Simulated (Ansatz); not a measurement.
Compare A (`CO[SiH](C)S`) with its isomer B (`CO[SiH2]SC`).

Isolated molecules relaxed with PBE0-D4/def2-TZVP in Ansatz; ΔE leaves out vibrations. CBS: MP2 limit from def2 TZ/QZ plus the TZ coupled-cluster correction, frozen cores. Functionals use def2-TZVPP. B3LYP here is the variant with VWN-RPA as its local correlation; programs differ in this. One conformer a species, not always the lowest.

Task: Which is lower in electronic energy at CCSD(T)/CBS, and by how much? (Estimate.)

Result: The calculation gave: A, by 62.9 kJ/mol.

Task: Give E(B) − E(A) in kJ/mol with PBE0-D4, ωB97M-V, B3LYP-D4, MP2/def2-TZVPP, HF/def2-TZVPP, B2PLYP, PBE-D4. (Best estimate.)

Result: The calculation gave: PBE0-D4 62.4, ωB97M-V 64.7, B3LYP-D4 60.4, MP2/def2-TZVPP 64.0, HF/def2-TZVPP 59.9, B2PLYP 61.7, PBE-D4 60.0. None reverses the order clearly.

Largest T1 diagnostic: 0.011.

In def2-TZVPP, CCSD(T) changes the Hartree–Fock value by +3.8 kJ/mol (the triples alone add −0.8 kJ/mol) and MP2 by +4.1 kJ/mol.
